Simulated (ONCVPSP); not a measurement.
# An all-electron radial function and its pseudo partner (chlorine)

Columns: radius, all-electron u(r) and pseudo u(r) of the 2p shell (level -191.56 eV) of chlorine in the configuration [He] 2s2 2p6 3s2 3p5; revPBE, scalar-relativistic, ONCV scheme, ONCVPSP 4.0.1.

```csv
r (bohr),all-electron,pseudo
0.038,0.1665,0.0554
0.075,0.4768,0.2065
0.113,0.8053,0.4387
0.150,1.0749,0.7093
0.188,1.2830,0.9950
0.225,1.4163,1.2464
0.263,1.4915,1.4502
0.300,1.5143,1.5782
0.338,1.4980,1.6344
0.375,1.4532,1.6211
0.413,1.3863,1.5520
0.450,1.3079,1.4488
0.488,1.2190,1.3229
0.525,1.1288,1.1959
0.563,1.0355,1.0714
0.600,0.9464,0.9614
0.638,0.8584,0.8622
0.675,0.7771,0.7772
0.713,0.6988,0.6987
0.750,0.6281,0.6280
0.788,0.5613,0.5612
0.825,0.5019,0.5018
0.863,0.4465,0.4464
0.900,0.3978,0.3977
0.938,0.3527,0.3526
0.975,0.3132,0.3131
```

(1) How many radial nodes do the two functions have?

(2) At about which radius was the pseudo-wave matched?

(3) Where does each function peak?

(4) Is the pseudo-wave norm-conserving?

Results:

(1) The all-electron 2p function has n − l − 1 = 0; the pseudo-wave has 0.

(2) 0.70 bohr, where the columns begin to agree (steps of 0.04 bohr).

(3) Outermost all-electron maximum near 0.30 bohr, pseudo maximum near 0.34 bohr (to the table’s step).

(4) Yes: the ONCV scheme keeps the norm inside the radius equal to the all-electron one, which fixes the energy derivative of the logarithmic derivative at the level.
